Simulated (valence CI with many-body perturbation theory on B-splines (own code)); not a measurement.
Dy XLIV: E2, M1 decay

Level of theory: valence CI with perturbative core correlation (CI+MBPT): five valence electrons over a frozen Dirac-Fock core [Ar], radial functions for each j: 7 s, 7 p, 8 d, 6 f, 4 g, 1 h, with the one-electron correlation potential Σ1, the two-electron term Σ2, the three-electron term Σ3, Breit, model QED; selected CI, second order for the rest (own B-spline code, finite nucleus).

The last digits are not significant, and no measured levels were compared; by estimate large intervals hold to a few tenths of a per cent, small ones and those within an open d or f shell to about a per cent. Among the levels kept, up to 250 cm⁻¹ of a level comes from second order outside the variational space, and about a tenth of that is noise between levels of different J, which matters for small intervals. Only levels of the ground parity were solved; by the run's estimate the other parity begins above the list, which can be wrong where configurations are misplaced.

Lines 1 to 50 of 120 in falling wavelength, among levels below 179.91 eV, chosen from the decays that carry over 1 % of a level's rate. Wavelengths and rates use the calculated energies. Electric multipoles are in the length gauge, E1 and E2 with the static RPA response of the core. Weak lines are less certain than strong ones. Lines between different terms over intervals too small for the method are left out, as are lines whose strength nearly cancels. Branching is blank where the lifetime is uncertain.

Levels are named by their leading jj configuration (3d3/2^4 stands for four electrons in 3d with j = 3/2), which in mixed levels can hold well under half, so a name can repeat and another be missing. Letters in brackets count levels of one name in rising energy.

```
λ vac (Å)                        Upper                        Lower  Type   A (s⁻¹)  Branch %
     9127     (3d3/2^3 3d5/2^2) J=11/2  (3d3/2^3 3d5/2^2) J=7/2 [a]    E2  4.97e-08          
     2938      (3d3/2^3 3d5/2^2) J=9/2     (3d3/2^3 3d5/2^2) J=11/2    M1  3.85e+02      27.3
     2780  (3d3/2^3 3d5/2^2) J=7/2 [b]  (3d3/2^3 3d5/2^2) J=5/2 [b]    M1  3.52e+02       1.2
     2223      (3d3/2^3 3d5/2^2) J=9/2  (3d3/2^3 3d5/2^2) J=7/2 [a]    M1  9.99e+02      70.9
     1794  (3d3/2^3 3d5/2^2) J=5/2 [b]  (3d3/2^3 3d5/2^2) J=3/2 [a]    M1  1.54e+03       3.3
     1383      (3d3/2^3 3d5/2^2) J=1/2  (3d3/2^3 3d5/2^2) J=3/2 [a]    M1  1.00e+04      99.1
     1179  (3d3/2^3 3d5/2^2) J=7/2 [a]  (3d3/2^3 3d5/2^2) J=5/2 [a]    M1  6.29e+03       2.2
    981.4  (3d3/2^3 3d5/2^2) J=7/2 [b]  (3d3/2^3 3d5/2^2) J=7/2 [a]    M1  2.59e+03       9.0
    845.7  (3d3/2^3 3d5/2^2) J=3/2 [b]      (3d3/2^3 3d5/2^2) J=1/2    M1  2.37e+03       2.3
    829.6  (3d3/2^2 3d5/2^3) J=7/2 [b]  (3d3/2^2 3d5/2^3) J=7/2 [a]    M1  4.42e+03       1.7
    804.2  (3d3/2^2 3d5/2^3) J=1/2 [b]  (3d3/2^2 3d5/2^3) J=3/2 [a]    M1  1.83e+04       2.3
    745.6  (3d3/2^2 3d5/2^3) J=9/2 [c]  (3d3/2^2 3d5/2^3) J=9/2 [b]    M1  1.76e+04       5.6
    741.8  (3d3/2^3 3d5/2^2) J=3/2 [b]  (3d3/2^3 3d5/2^2) J=5/2 [b]    M1  6.77e+03       6.5
    713.3  (3d3/2^2 3d5/2^3) J=1/2 [a]  (3d3/2^3 3d5/2^2) J=3/2 [b]    M1  2.91e+04       3.4
    663.3  (3d3/2^3 3d5/2^2) J=5/2 [b]  (3d3/2^3 3d5/2^2) J=5/2 [a]    M1  3.77e+04      80.8
    621.1  (3d3/2^2 3d5/2^3) J=5/2 [b]  (3d3/2^3 3d5/2^2) J=3/2 [b]    M1  2.32e+04       3.2
    594.4  (3d3/2^2 3d5/2^3) J=3/2 [c]  (3d3/2^2 3d5/2^3) J=1/2 [b]    M1  1.14e+04       3.4
    524.8  (3d3/2^3 3d5/2^2) J=3/2 [b]  (3d3/2^3 3d5/2^2) J=3/2 [a]    M1  1.75e+04      16.7
    502.2  (3d3/2^2 3d5/2^3) J=3/2 [b]  (3d3/2^2 3d5/2^3) J=5/2 [a]    M1  1.15e+04       3.1
    468.4  (3d3/2^2 3d5/2^3) J=9/2 [a]  (3d3/2^3 3d5/2^2) J=7/2 [b]    M1  4.72e+04      10.2
    465.8  (3d3/2^2 3d5/2^3) J=3/2 [c]  (3d3/2^2 3d5/2^3) J=5/2 [c]    M1  2.16e+04       6.5
    439.2  (3d3/2^2 3d5/2^3) J=5/2 [c]  (3d3/2^3 3d5/2^2) J=3/2 [b]    M1  1.31e+05      14.0
    435.8  (3d3/2^2 3d5/2^3) J=7/2 [a]  (3d3/2^3 3d5/2^2) J=5/2 [b]    M1  1.02e+05      14.8
    418.3  (3d3/2^2 3d5/2^3) J=3/2 [b]  (3d3/2^3 3d5/2^2) J=3/2 [b]    M1  5.25e+03       1.4
    415.5  (3d3/2^2 3d5/2^3) J=5/2 [a]  (3d3/2^3 3d5/2^2) J=7/2 [a]    M1  1.01e+05       7.6
    408.3  (3d3/2^3 3d5/2^2) J=5/2 [a]        (3d3/2^4 3d5/2) J=5/2    M1  5.39e+05     100.0
    399.3  (3d3/2^2 3d5/2^3) J=7/2 [a]      (3d3/2^3 3d5/2^2) J=9/2    M1  1.65e+05      23.9
    398.4    (3d3/2 3d5/2^4) J=7/2 [a]  (3d3/2^2 3d5/2^3) J=5/2 [c]    M1  8.95e+04       5.9
    390.5     (3d3/2^2 3d5/2^3) J=11/2      (3d3/2^3 3d5/2^2) J=9/2    M1  6.50e+04      13.8
    386.9  (3d3/2^2 3d5/2^3) J=1/2 [a]      (3d3/2^3 3d5/2^2) J=1/2    M1  2.99e+05      34.9
    384.9  (3d3/2^2 3d5/2^3) J=5/2 [b]  (3d3/2^3 3d5/2^2) J=7/2 [b]    M1  6.89e+04       9.6
    379.2    (3d3/2 3d5/2^4) J=5/2 [a]  (3d3/2^2 3d5/2^3) J=3/2 [a]    M1  1.10e+05       5.3
    373.1  (3d3/2^2 3d5/2^3) J=3/2 [a]      (3d3/2^3 3d5/2^2) J=1/2    M1  5.11e+04       3.8
    366.2        (3d3/2 3d5/2^4) J=9/2  (3d3/2^2 3d5/2^3) J=7/2 [c]    M1  9.61e+04       9.2
    362.7    (3d3/2 3d5/2^4) J=3/2 [a]  (3d3/2^2 3d5/2^3) J=5/2 [c]    M1  1.30e+05       6.8
    356.4    (3d3/2 3d5/2^4) J=7/2 [a]  (3d3/2^2 3d5/2^3) J=9/2 [b]    M1  1.01e+05       6.7
    351.4  (3d3/2^2 3d5/2^3) J=3/2 [a]  (3d3/2^3 3d5/2^2) J=5/2 [b]    M1  2.16e+05      15.9
    350.2  (3d3/2^3 3d5/2^2) J=3/2 [b]  (3d3/2^3 3d5/2^2) J=5/2 [a]    M1  1.51e+04      14.5
    344.7     (3d3/2^2 3d5/2^3) J=11/2     (3d3/2^3 3d5/2^2) J=11/2    M1  4.07e+05      86.2
    340.7       (3d3/2 3d5/2^4) J=11/2  (3d3/2^2 3d5/2^3) J=9/2 [b]    M1  9.37e+04       7.7
    338.5  (3d3/2^2 3d5/2^3) J=7/2 [a]  (3d3/2^3 3d5/2^2) J=7/2 [a]    M1  2.45e+05      35.6
    338.1  (3d3/2^2 3d5/2^3) J=5/2 [b]  (3d3/2^3 3d5/2^2) J=5/2 [b]    M1  2.88e+05      40.0
    336.8  (3d3/2^2 3d5/2^3) J=9/2 [b]  (3d3/2^3 3d5/2^2) J=7/2 [b]    M1  7.72e+04       8.4
    334.8  (3d3/2^2 3d5/2^3) J=5/2 [d]  (3d3/2^2 3d5/2^3) J=5/2 [b]    M1  7.41e+04       8.9
    330.9  (3d3/2^2 3d5/2^3) J=3/2 [c]  (3d3/2^2 3d5/2^3) J=1/2 [a]    M1  3.62e+03       1.1
    328.5  (3d3/2^2 3d5/2^3) J=9/2 [a]     (3d3/2^3 3d5/2^2) J=11/2    M1  1.65e+05      35.5
    322.7  (3d3/2^2 3d5/2^3) J=5/2 [d]  (3d3/2^2 3d5/2^3) J=3/2 [a]    M1  2.82e+04       3.4
    318.4  (3d3/2^2 3d5/2^3) J=7/2 [b]  (3d3/2^3 3d5/2^2) J=7/2 [b]    M1  7.94e+04      30.6
    317.1  (3d3/2^2 3d5/2^3) J=9/2 [a]  (3d3/2^3 3d5/2^2) J=7/2 [a]    M1  2.48e+05      53.3
    314.8    (3d3/2 3d5/2^4) J=7/2 [a]  (3d3/2^2 3d5/2^3) J=5/2 [b]    M1  2.40e+05      15.9
```
